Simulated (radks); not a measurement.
The numbers below are computed, except where a source is named.
Effect of the nuclear size on the chlorine ion Cl2+, [Ne] 3s2 3p3. Level of theory: Dirac Kohn-Sham, LDA (Slater exchange, Perdew-Wang correlation), spin-unpolarised, spherical densities, finite nucleus; open shells fill j = l - 1/2 first; Fermi nuclear charge, rms radius 3.3654 fm (a radial shooting solver on a logarithmic mesh with Libxc functionals). The rms radius is varied about that value; shifts are against it.

| rms radius (fm) | total energy shift (eV) | density at nucleus (e/bohr^3) | 1s1/2 shift (meV) | 2s1/2 shift (meV) |
|---|---|---|---|---|
| 2.8606 | -0.00387 | 3580 | -1.63 | -0.118 |
| 3.1702 | -0.00157 | 3573 | -0.660 | -0.048 |
| 3.3654 | 0 | 3569 | 0.000 | 0.000 |
| 3.5135 | 0.00125 | 3566 | 0.526 | 0.038 |
| 3.7087 | 0.00298 | 3563 | 1.25 | 0.091 |

Slopes of the eigenvalues against <r^2> in GHz/fm^2, as finite differences over the two radii next to the reference (eigenvalue slopes, not the field-shift constants of lines): 1s1/2 125, 2s1/2 9.04.
